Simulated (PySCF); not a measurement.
Polarisability and C₆ of Ge (germanium, neutral)

[Ar] 3d10 4s2 4p2, high-spin 3P determinant. Calculation: PySCF 2.14, in def2-QZVPPD; the non-relativistic Hamiltonian (point nucleus). Coupled (time-dependent) response in atomic units; α is the mean over directions.

| method | mean α (bohr³) | α xx, yy, zz | C₆ (like pair) | S(−4) |
| --- | --- | --- | --- | --- |
| UHF | 41.18 | 33.93, 44.80, 44.80 | 364.4 | 632.6 |
| PBE | 43.62 | 34.31, 48.27, 48.27 | 378.8 | 860.2 |
| PBE0 | 41.90 | 33.63, 46.04, 46.04 | 364.4 | 732.9 |

S(−4) is the Cauchy moment in α(ω) = α(0) + S(−4) ω² + …

Reference α: 40 ± 1 bohr³ (recommended; Schwerdtfeger and Nagle, table of static dipole polarizabilities (2023 update)). Published C₆: 354.0 (Chu and Dalgarno (2004); Tang, Norbeck and Certain (1976)).

Spin-orbit coupling is absent.

α(iu) at PBE:

```json
{"u (hartree)": "0", "α(iu) (bohr³)": "43.62"}
{"u (hartree)": "0.0500", "α(iu) (bohr³)": "41.61"}
{"u (hartree)": "0.100", "α(iu) (bohr³)": "36.90"}
{"u (hartree)": "0.200", "α(iu) (bohr³)": "26.64"}
{"u (hartree)": "0.300", "α(iu) (bohr³)": "19.09"}
{"u (hartree)": "0.500", "α(iu) (bohr³)": "10.73"}
{"u (hartree)": "0.750", "α(iu) (bohr³)": "6.175"}
{"u (hartree)": "1.00", "α(iu) (bohr³)": "4.063"}
{"u (hartree)": "1.50", "α(iu) (bohr³)": "2.238"}
{"u (hartree)": "2.00", "α(iu) (bohr³)": "1.477"}
{"u (hartree)": "3.00", "α(iu) (bohr³)": "0.8327"}
{"u (hartree)": "5.00", "α(iu) (bohr³)": "0.4072"}
```

A single London oscillator, α(iu) = α/(1 + u²/ω²), gives C₆ = (3/4) ω α². Matching the computed C₆ needs ω = 4 × 378.8 / (3 × 43.62²) = 0.265 hartree.

The components differ because the open shell of this determinant is not spherical; for a pure term their mean is the scalar polarisability.
